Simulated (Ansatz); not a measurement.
Kohn–Sham single points on C$_{3}$H$_{5}$BSe, SMILES `C=CBC=[Se]`.

```yaml
crystal:
  periodic: [false, false, false]
  atoms:
    - {symbol: C, position_ang: [0.040297, -1.549731, 0.456706]}
    - {symbol: C, position_ang: [-0.872419, -0.603719, 0.220427]}
    - {symbol: B, position_ang: [-0.527478, 0.873194, -0.095810]}
    - {symbol: C, position_ang: [0.912740, 1.378317, -0.245852]}
    - {symbol: Se, position_ang: [1.243750, 1.281843, -1.973988]}
    - {symbol: H, position_ang: [-0.232640, -2.571409, 0.704083]}
    - {symbol: H, position_ang: [1.104832, -1.340943, 0.396125]}
    - {symbol: H, position_ang: [-1.920903, -0.887916, 0.286372]}
    - {symbol: H, position_ang: [-1.401099, 1.686701, -0.214717]}
    - {symbol: H, position_ang: [1.652910, 1.733652, 0.466644]}
basis:
  gaussian: {orbitals: def2-TZVPP}
hamiltonian: {xc: pbe, dispersion: d4}
output: {forces: true, orbitals: {seedname: orbitals}}
```

```sh
$ ansatz run in.yaml --threads 4 --pin off --events-out ev --progress --plain --max-ram 10444MiB
```

It prints (some lines left out):

```
Functional definition: PBE
1391 factors; their error is unknown
mean field evaluation 1: about -69153.3880 eV, gradient 1.3e2 eV
mean field evaluation 2: about -68193.6719 eV, gradient 4.7e2 eV
mean field evaluation 4: about -69160.5010 eV, gradient 8.9e1 eV
mean field evaluation 8: about -69202.8006 eV, gradient 4.2e0 eV
mean field evaluation 16: about -69202.7957 eV, gradient 2.1e-2 eV
mean field -69202.79565928 eV, -2543.1558331389 hartree, gradient 1.0e-5 eV, S^2 0.000000; 0 other end points of the search recorded, 0 dependent functions left out
reference -69202.79570190 eV, -2543.1558347052 hartree; 31, 31 occupied and 211, 211 virtual orbitals, 1391 factors
Total energy: -69203.03292662 eV, -2543.1645525528 hartree
Atom 0 at     0.040297    -1.549731     0.456706 Å, force     0.245948    -0.303667     0.083210 eV/Å
Atom 1 at    -0.872419    -0.603719     0.220427 Å, force    -0.206569     0.390834    -0.108897 eV/Å
Atom 2 at    -0.527478     0.873194    -0.095810 Å, force     0.116622     0.016972    -0.094297 eV/Å
Atom 3 at     0.912740     1.378317    -0.245852 Å, force    -0.211546     0.015253     0.497260 eV/Å
Atom 4 at     1.243750     1.281843    -1.973988 Å, force     0.053271    -0.058282    -0.596475 eV/Å
Atom 5 at    -0.232640    -2.571409     0.704083 Å, force    -0.045534    -0.224473     0.053706 eV/Å
Atom 6 at     1.104832    -1.340943     0.396125 Å, force     0.224099     0.029430    -0.009707 eV/Å
Atom 7 at    -1.920903    -0.887916     0.286372 Å, force    -0.233082    -0.047634     0.015552 eV/Å
Atom 8 at    -1.401099     1.686701    -0.214717 Å, force    -0.118483     0.100185    -0.009423 eV/Å
Atom 9 at     1.652910     1.733652     0.466644 Å, force     0.175275     0.081381     0.169070 eV/Å
Dipole moment:     0.100459    -0.123970     0.243649 e Å
```

Run time 2.9 s (4 threads of an Arm Neoverse V2 on a shared host); peak host memory 0.3 GiB.

With the line `hamiltonian: {xc: {name: revPBE}, dispersion: d4}` and no forces (abridged; 2.4 s):

```
Functional definition: revPBE
mean field evaluation 16: about -69211.6550 eV, gradient 2.2e-2 eV
mean field -69211.65504782 eV, -2543.4814096628 hartree, gradient 7.9e-5 eV, S^2 0.000000
Total energy: -69212.36698901 eV, -2543.5075730187 hartree
```

Changing it to `hamiltonian: {xc: {name: r2SCANh}, dispersion: d4}` and no forces (abridged; 6 s):

```
Functional definition: r2SCANh
mean field evaluation 16: about -69215.0096 eV, gradient 1.3e-3 eV
mean field -69215.00955153 eV, -2543.6046854003 hartree, gradient 2.7e-5 eV, S^2 0.000000
Total energy: -69215.07163802 eV, -2543.6069670368 hartree
```

Changing it to `hamiltonian: {xc: {name: wB97M-V}}` (abridged; 16 s):

```
Functional definition: wB97M-V
mean field evaluation 16: about -69212.4504 eV, gradient 1.1e-2 eV
mean field -69212.45035390 eV, -2543.5106366219 hartree, gradient 4.4e-5 eV, S^2 0.000000
Total energy: -69212.45040354 eV, -2543.5106384463 hartree
Atom 0 force     0.000732     0.023646    -0.017688 eV/Å
Atom 1 force    -0.061027    -0.143389     0.039274 eV/Å
Atom 2 force    -0.258074     0.120221     0.082403 eV/Å
Atom 3 force     0.198473     0.032448    -0.140076 eV/Å
Atom 4 force     0.043343     0.029950     0.134223 eV/Å
Atom 5 force     0.017274     0.089067    -0.019657 eV/Å
Atom 6 force    -0.078546    -0.002474     0.003611 eV/Å
Atom 7 force     0.091381     0.001213    -0.003970 eV/Å
Atom 8 force     0.120075    -0.111153     0.007654 eV/Å
Atom 9 force    -0.073630    -0.039528    -0.085775 eV/Å
Dipole moment:     0.067359    -0.142154     0.306332 e Å
```

Changing it to `hamiltonian: {xc: hse06, dispersion: d4}` and no forces (abridged; 3.9 s):

```
Functional definition: HSE06
mean field evaluation 16: about -69205.1440 eV, gradient 2.2e-3 eV
mean field -69205.14400946 eV, -2543.2421334164 hartree, gradient 2.9e-5 eV, S^2 0.000000
Total energy: -69205.33235520 eV, -2543.2490549944 hartree
```

Changing it to `hamiltonian: {xc: lda}` and no forces (abridged; 1.5 s):

```
Functional definition: SPW92
mean field evaluation 16: about -69087.2276 eV, gradient 1.9e-2 eV
mean field -69087.22762347 eV, -2538.9087861578 hartree, gradient 4.8e-5 eV, S^2 0.000000
Total energy: -69087.22766272 eV, -2538.9087876001 hartree
```

HSE06 is the plane-wave form, built on full-range PBE exchange.
